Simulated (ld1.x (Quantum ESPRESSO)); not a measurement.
## Which change was made? (Al, TM)

ld1.x (Quantum ESPRESSO) 7.5 input, shortened:

```
&input
   title='Al', zed=13., rel=1, dft='PBESOL', iswitch=3,
   config='[Ne] 3s1.5 3p1.5 3d-2'
 /
 &inputp
   pseudotype=2, tm=.true., lloc=1,
   nlcc=.true., new_core_ps=.true.
 /
3
3S  1  0   1.50   0.00  1.55  1.55  0.0
3D  3  2  -2.00   0.20  1.70  1.70  0.0
3P  2  1   1.50   0.00  1.75  1.75  0.0
 &test
   configts(1)='3s1.5 3p1.5'
 /
```

Cutoffs, loose and tight: the cutoffs (Ry, on a coarse ladder) from which the occupation-weighted sum of valence levels, in a spherical-Bessel basis at the reference potential, stays within 10 and 1 mRy of its value at 400 Ry. They do not see the model core or the augmentation charge, which bear on the density cutoff. Test errors are all-electron minus pseudo excitation energies from the reference, over the configurations 3s2 3p1; 3s2 3p0; 3s1 3p0; 3s0 3p3; 3s1 3p2; 3s1 3p1; 3s2 3p1.3; variants that change the core or the reference have their own tests.

The base gives: outcome: generated; cutoff, loose: 25 Ry; cutoff, tight: 50 Ry; bound ghosts: none; largest test error (meV): +4.7.

After one change the result is: outcome: generated; cutoff, loose: 8 Ry; cutoff, tight: 25 Ry; bound ghosts: none; largest test error (meV): -11. Which change was it?
A. all radii but the core radius scaled by about 0.81 (s 1.26, p 1.42, d 1.38 bohr)
B. all radii but the core radius scaled by about 1.40 (s 2.18, p 2.46, d 2.38 bohr)
C. all radii but the core radius scaled by about 0.74 (s 1.16, p 1.30, d 1.26 bohr)

B. The others give: all radii but the core radius scaled by about 0.74 (s 1.16, p 1.30, d 1.26 bohr) → outcome: generated; cutoff, loose: 120 Ry; cutoff, tight: 230 Ry; bound ghosts: none; largest test error (meV): +14 | all radii but the core radius scaled by about 0.81 (s 1.26, p 1.42, d 1.38 bohr) → outcome: generated; cutoff, loose: 50 Ry; cutoff, tight: 140 Ry; bound ghosts: none; largest test error (meV): +8.6.
